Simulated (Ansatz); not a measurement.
CH₄GeO₂Zn. Total charge 0; spin multiplicity 1. The structure was optimised at the PBE0-D4/def2-TZVP level. It is one conformer, not always the lowest.

```xyz
9

O    -1.157    1.467    0.670
C     0.017    0.755    0.587
Zn    1.540    1.020   -0.824
O     1.473   -0.803   -1.343
Ge    0.104   -1.087   -0.262
H    -1.649    1.376   -0.150
H     0.493    0.795    1.568
H    -1.231   -1.326   -1.008
H     0.409   -2.197    0.763
```

(1) What is the dipole moment at r2SCAN/def2-TZVPP? (An estimate is asked.)

(2) And with PBE, B3LYP, ωB97M-V? (Best estimate.)

(3) Give the Mulliken charges with r2SCAN, ωB97M-V, PBE in def2-TZVPP. (Estimate.)

Answers

(1) Computed: 1.98 D, with components (-0.74, 1.83, 0.20) D in this frame, pointing from negative to positive charge.

(2) Ansatz gave: PBE 1.99 D, B3LYP 2.03 D, ωB97M-V 2.15 D.

(3) Computed: 
```json
{"atom": "O1", "r2SCAN": "-0.29", "ωB97M-V": "-0.27", "PBE": "-0.23"}
{"atom": "C2", "r2SCAN": "-0.06", "ωB97M-V": "-0.16", "PBE": "-0.07"}
{"atom": "Zn3", "r2SCAN": "0.26", "ωB97M-V": "0.33", "PBE": "0.17"}
{"atom": "O4", "r2SCAN": "-0.63", "ωB97M-V": "-0.64", "PBE": "-0.54"}
{"atom": "Ge5", "r2SCAN": "0.47", "ωB97M-V": "0.42", "PBE": "0.42"}
{"atom": "H6", "r2SCAN": "0.22", "ωB97M-V": "0.19", "PBE": "0.21"}
{"atom": "H7", "r2SCAN": "0.12", "ωB97M-V": "0.16", "PBE": "0.13"}
{"atom": "H8", "r2SCAN": "-0.05", "ωB97M-V": "-0.02", "PBE": "-0.05"}
{"atom": "H9", "r2SCAN": "-0.03", "ωB97M-V": "-0.01", "PBE": "-0.03"}
```

B3LYP here is the variant with VWN-RPA as its local correlation; programs differ in this.
